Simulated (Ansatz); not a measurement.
Geometry optimisation, RKS r2SCAN-D4/6-31G* in Ansatz.

The input (input.yaml):

```yaml
crystal:
  periodic: [false, false, false]
  atoms:
    - { symbol: Si, position_ang: [0.0, 0.0, 0.0] }
    - { symbol: H, position_ang: [0.0, 0.0, 1.81] }
    - { symbol: O, position_ang: [1.5842, 0.0, -0.5594] }
    - { symbol: H, position_ang: [1.9006, -0.9521, -0.6761] }
    - { symbol: H, position_ang: [-0.6877, 1.1914, -0.4862] }
    - { symbol: F, position_ang: [-0.7489, -1.2974, -0.5295] }
    - { symbol: P, position_ang: [1.3006, 1.9614, 0.782] }
    - { symbol: H, position_ang: [2.3929, 1.5203, 1.5749] }
    - { symbol: H, position_ang: [1.7909, 2.6825, -0.3388] }
    - { symbol: H, position_ang: [0.5245, 0.791, 1.8858] }
basis:
  gaussian: { orbitals: "6-31G*" }
hamiltonian:
  xc: r2scan
  dispersion: d4
relax:
  f_tol: 0.15
  max_steps: 25
  restrain:
    - { distance: [0, 6], at: 3.38, k: 30.0 }
    - { distance: [9, 1], at: 1.86, k: 30.0 }
    - { distance: [0, 1], at: 1.46, k: 30.0 }
    - { distance: [9, 6], at: 1.42, k: 30.0 }
output:
  orbitals: {}
```

Launched with:

```bash
$ ansatz run input.yaml --threads 2 --pin off --max-ram 3072MiB --backend cpu --events-out ev --progress --plain --runs-dir out
```

Question: Where does it end, and by what steps?

Answer: It converged. The restraints hold the end off the free minimum. After 8 steps the energy has fallen by 4.981 eV (the restraints' own energy left out); P7 moved furthest, 0.84 Å. Parted: Si1–P7 (2.48 → 3.40 Å).

```
step  energy less start (eV)  largest force component (eV/Å)  accepted
   0                  0.0000                           4.186       yes
   1                 -0.9604                           3.684       yes
   2                 -2.2801                           4.615       yes
   3                 -3.4194                           4.139       yes
   4                 -4.5417                           1.962       yes
   5                 -4.8999                           0.649       yes
   6                 -4.9591                           0.593       yes
   7                 -4.9401                           0.929        no
   8                 -4.9809                           0.451       yes
```

```xyz
10
Properties=species:S:1:pos:R:3
Si -0.027 -0.156 -0.032
H -0.027 -0.251 1.434
O 1.486 -0.222 -0.675
H 1.926 -1.082 -0.651
H -0.658 1.098 -0.488
F -0.890 -1.402 -0.586
P 1.560 2.502 1.368
H 2.634 1.573 1.471
H 1.462 2.336 -0.038
H 0.592 1.502 1.660
```

Run time: 29 s on 2 threads of Arm Neoverse V2 (shared host), peak memory 0.17 GiB.
